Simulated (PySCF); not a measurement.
**How the method moves the HOMO and LUMO of `N#CC(C#N)O[SiH3]`**

Compound: C3H4N2OSi.
Numbering: `[N:1]#[C:2][CH:3]([C:4]#[N:5])[O:6][SiH3:7]` (hydrogens: H8 on C3; H9, H10, H11 on Si7)

Geometry (PBE0-D3(BJ)/def2-SVP, Å), atoms numbered from 1 in this order:
```xyz
11
C3H4N2OSi angstrom
N     -1.2018    2.1668    1.1548
C     -1.0880    1.1052    0.7124
C     -0.8408   -0.2484    0.1659
C     -2.0566   -0.7556   -0.4961
N     -2.9978   -1.1867   -1.0083
O      0.2197   -0.2722   -0.7221
Si     1.8401   -0.0218   -0.2988
H     -0.6629   -0.9095    1.0412
H      2.6179   -0.4703   -1.4787
H      2.1319   -0.8494    0.9107
H      2.0761    1.4168    0.0047
```

Basis pcSseg-1 throughout (PySCF), one geometry. One conformer (not necessarily the lowest) at the PBE0-D3(BJ)/def2-SVP geometry, without solvent, vibrations or thermal averaging.

Question: How do the orbital energies, the gap and the dipole change with the method?

Answer: 
```csv
method,kind,HOMO (eV),LUMO (eV),gap (eV),μ (D),SCF cycles
B97-D,GGA,-8.09,-2.33,5.76,4.21,16
BP86,GGA,-8.17,-2.56,5.62,4.22,16
KT3,GGA,-8.18,-2.39,5.78,4.15,16
B3LYP,global hybrid,-9.36,-1.65,7.72,4.31,13
mPW1PW91,global hybrid,-9.66,-1.45,8.21,4.36,14
BHandHLYP,global hybrid,-11.10,-0.32,10.77,4.47,14
LC-wPBE,range-separated hybrid,-12.40,0.92,13.32,4.39,14
```

The HOMO spans 4.30 eV, from B97-D down to LC-wPBE, and the gap runs from 5.62 eV (BP86) to 13.32 eV (LC-wPBE). Over the methods B97-D (0 %), BP86 (0 %), KT3 (0 %), B3LYP (20 %), mPW1PW91 (25 %), BHandHLYP (50 %), a straight line through the gap against the share of exact exchange rises by 1.01 eV for each 10 % (correlation coefficient 1.000). The dipole ranges from 4.15 D (KT3) to 4.47 D (BHandHLYP). This basis has no diffuse functions.
